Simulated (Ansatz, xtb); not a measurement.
## Isomers of GeH10SSi3 in order of energy

5 gas-phase structures of GeH10SSi3, from a drawn sample of its isomers (lower ones may exist). Each was relaxed with GFN2-xTB; where two conformers were screened, the lower at r2SCAN-D4/def2-SVP is listed:

A. `[SiH3][Si]([SiH3])(S)[GeH3]`, a singlet
B. `S[SiH2][SiH2][SiH2][GeH3]`, a singlet
C. `[SiH3][SiH](S)[SiH2][GeH3]`, a singlet
D. `[SiH3][SiH2][SiH](S)[GeH3]`, a singlet
E. `[SiH3][SiH]([GeH3])[SiH2]S`, a singlet

Problem. Estimate their order in r2SCAN-D4/def2-SVP energy at these geometries, lowest first.

Solution. Calculated order at r2SCAN-D4/def2-SVP: A (0.0), E (5.3), B (5.4), D (6.3), C (7.2) kJ/mol. Less than 1 kcal/mol parts E and B; B and D; D and C, so the order within those pairs means little.

Energies above the lowest of each column, in kJ/mol; the last columns are at B3LYP-D3(BJ)/def2-SVP geometries:

```tsv
structure	GFN2-xTB	HF/STO-3G	r2SCAN-D4/def2-SVP	B3LYP-D3(BJ)/def2-SVP	CCSD(T)/def2-SVP + ΔMP2/def2-TZVPP
A	11.9	8.1	0.0	0.7	1.1
E	4.6	4.4	5.3	0.0	0.0
B	0.0	6.4	5.4	1.8	5.2
D	5.8	0.0	6.3	4.0	6.2
C	1.7	2.9	7.2	7.0	6.7
```

CCSD(T)/def2-SVP + ΔMP2/def2-TZVPP puts E lowest, with A within 1 kcal/mol; GFN2-xTB picks B, HF/STO-3G picks D. CCSD(T)/def2-SVP + ΔMP2/def2-TZVPP orders those it was run on as E (0.0), A (1.1), B (5.2), D (6.2), C (6.7) kJ/mol. Less than 1 kcal/mol parts E and A; A and B; B and D; D and C, so the order within those pairs means little. Flexible structures stand in one conformer each, not always the lowest. Frequencies (GFN2-xTB) were run for A, B, C, E alone. ΔMP2 is the change of the MP2 energy from the smaller to the larger basis.

Over these structures GFN2-xTB departs from r2SCAN-D4/def2-SVP by 4.8 kJ/mol on average once a common shift is removed. A GFN2-xTB relaxation took about 0.33 s and the r2SCAN-D4/def2-SVP energy about 3.3 s on a shared host (Ansatz 0.2.0, xtb 6.7.1).
